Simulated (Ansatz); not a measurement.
C$_{2}$H$_{7}$NSi, SMILES `C1NC[SiH2]1` at its PBE0-D4/def2-TZVP geometry, where that method's forces vanish. Total charge 0; spin multiplicity 1.

```json
{"atom": "C1", "x (Å)": "0.912", "y (Å)": "0.770", "z (Å)": "0.050"}
{"atom": "N2", "x (Å)": "-0.185", "y (Å)": "0.652", "z (Å)": "-0.928"}
{"atom": "C3", "x (Å)": "-1.110", "y (Å)": "-0.315", "z (Å)": "-0.307"}
{"atom": "Si4", "x (Å)": "0.407", "y (Å)": "-0.962", "z (Å)": "0.615"}
{"atom": "H5", "x (Å)": "1.887", "y (Å)": "0.944", "z (Å)": "-0.409"}
{"atom": "H6", "x (Å)": "0.746", "y (Å)": "1.526", "z (Å)": "0.831"}
{"atom": "H7", "x (Å)": "-0.608", "y (Å)": "1.530", "z (Å)": "-1.202"}
{"atom": "H8", "x (Å)": "-1.849", "y (Å)": "0.135", "z (Å)": "0.373"}
{"atom": "H9", "x (Å)": "-1.633", "y (Å)": "-0.943", "z (Å)": "-1.031"}
{"atom": "H10", "x (Å)": "0.311", "y (Å)": "-1.262", "z (Å)": "2.070"}
{"atom": "H11", "x (Å)": "1.123", "y (Å)": "-2.075", "z (Å)": "-0.060"}
```

**Question.** For each bond, give half the difference of the two atoms' forces along it (eV/Å; positive pushes the atoms apart) under PBE-D4, r2SCAN-D4, B3LYP-D4, ωB97M-V in def2-TZVPP. (An estimate is asked.)

**Answer.** Ansatz gave: 
```tsv
bond	length (Å)	PBE-D4	r2SCAN-D4	B3LYP-D4	ωB97M-V
C1–N2	1.475	0.12	0.22	0.27	0.25
C1–Si4	1.890	0.11	0.05	0.19	0.07
C1–H5	1.091	0.07	-0.06	-0.14	-0.12
C1–H6	1.100	0.09	-0.04	-0.10	-0.11
N2–C3	1.475	0.12	0.22	0.27	0.25
N2–H7	1.013	0.23	-0.03	-0.14	-0.17
C3–Si4	1.890	0.11	0.05	0.19	0.07
C3–H8	1.100	0.09	-0.04	-0.10	-0.11
C3–H9	1.091	0.07	-0.06	-0.14	-0.12
Si4–H10	1.489	0.01	-0.04	-0.14	-0.12
Si4–H11	1.486	0.04	-0.03	-0.13	-0.13
```

B3LYP here is the variant with VWN-RPA as its local correlation; programs differ in this.
